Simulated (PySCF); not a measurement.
Cl₂Sc, charge +1. Atoms are numbered in the order given.

```xyz
3

Sc     0.0000     0.0000     0.7262
Cl     0.0000     1.8385    -0.4485
Cl     0.0000    -1.8385    -0.4485
```
Charge +1, spin multiplicity 1.

The structure is a stationary point at PBE0-D3(BJ)/def2-TZVP. The multiplicity is an assumed one; other spin states were not compared. The isomer is the one that the SMILES or the coordinates give; other isomers of the formula were not compared.

Computed with HF/def2-TZVPD (PySCF).

The molecule is in vacuum.

```json
{
 "total_energy": "-1678.69211 hartree",
 "point_group": "C2v",
 "highest_occupied_level": "-17.47 eV",
 "lowest_empty_level": "-5.99 eV",
 "orbital_gap": "11.49 eV",
 "dipole_moment_about_the_centre_of_nuclear_charge": "7.42 D",
 "mean_static_polarisability": "44.8 bohr³ (6.64 Å³)",
 "polarisability_principal_values": "34.5, 38.4, 61.4 bohr³"
}
```
